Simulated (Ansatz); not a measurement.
`C=CB(S)Cl` → `SB1CC1Cl`  (isomerisation)

Gas-phase electronic energies from Ansatz, PBE0-D4/def2-TZVP geometries. CBS: MP2 limit from def2 TZ/QZ plus the TZ coupled-cluster correction, frozen cores. Functionals use def2-TZVPP. B3LYP here is the variant with VWN-RPA as its local correlation; programs differ in this. One conformer a species, not always the lowest.

`C=CB(S)Cl`:

```xyz
9

C     0.947   -0.130    1.428
C    -0.170   -0.266    0.711
B    -0.287    0.139   -0.771
S    -1.864   -0.101   -1.588
Cl    1.082    0.819   -1.647
H     1.849    0.282    0.989
H     1.002   -0.423    2.472
H    -1.046   -0.686    1.203
H    -1.514    0.367   -2.797
```

`SB1CC1Cl`:

Cartesian coordinates in Å:
```
S -1.173 1.803 1.057
B -0.212 0.602 0.233
C 0.452 0.141 -1.062
C 0.392 -0.800 0.144
Cl -0.670 -2.203 0.086
H -1.381 1.125 2.202
H -0.197 -0.079 -1.907
H 1.448 0.457 -1.358
H 1.341 -1.045 0.605
```

| level | ΔE (kcal/mol) | difference from CCSD(T)/CBS |
| --- | --- | --- |
| PBE-D4 | 43.6 | -5.3 |
| r2SCAN-D4 | 45.8 | -3.1 |
| PBE0-D4 | 43.7 | -5.2 |
| B3LYP-D4 | 48.5 | -0.4 |
| ωB97X-V | 44.5 | -4.4 |
| PBE | 43.3 | -5.6 |
| PBE0 | 43.5 | -5.4 |
| B3LYP | 47.9 | -1.0 |
| MP2/def2-TZVPP | 48.4 | -0.5 |
| SCS-MP2/def2-TZVPP | 49.4 | 0.5 |
| CCSD/def2-TZVPP | 49.0 | 0.1 |
| CCSD(T)/def2-TZVPP | 49.3 | 0.4 |
| HF/def2-QZVPP | 52.7 | 3.8 |
| SCS-MP2/def2-QZVPP | 49.2 | 0.3 |
| MP2/CBS(def2) | 48.1 | -0.8 |
| CCSD/CBS(def2) | 48.6 | -0.3 |
| CCSD(T)/CBS | 48.9 | 0 |

Largest T1 diagnostic among the species: 0.013.

In def2-TZVPP, CCSD(T) changes the Hartree–Fock value by −3.5 kcal/mol (the triples alone add +0.3 kcal/mol) and MP2 by −4.3 kcal/mol.
